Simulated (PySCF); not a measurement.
**Cadmium: a sound run and one with changed settings**

Sound run: Cd⁺ [Kr] 4d10 5s1, Cd²⁺ [Kr] 4d10. Computed with PySCF 2.14 in def2-SVP with the def2 core potential (28 electrons) (5s3p2d1f, 31 functions), with scalar relativity through the core potential. In the sound run the correlated levels freeze 4s2 4p6 outside the core potential. The sound run starts from symmetry-adapted Hartree-Fock orbitals and uses a fine grid where one is needed.

Changed run: all electrons correlated in a basis built for the valence shell.

| species | method | sound run (hartree) | changed run (hartree) | converged |
| --- | --- | --- | --- | --- |
| Cd⁺ | MP2 | -166.81443 | -166.89757 | yes |
| Cd²⁺ | MP2 | -166.21550 | -166.29336 | yes |

Ionisation energy of Cd⁺:

```csv
method,sound run (eV),changed run (eV)
UHF,15.588,15.588
MP2,16.298,16.441
SCS-MP2,16.185,16.300
```

A valence basis has no tight correlating functions, so it recovers only part of the core correlation, and not evenly between atom and ion.

For comparison, NIST gives 16.908 eV between the lowest levels.
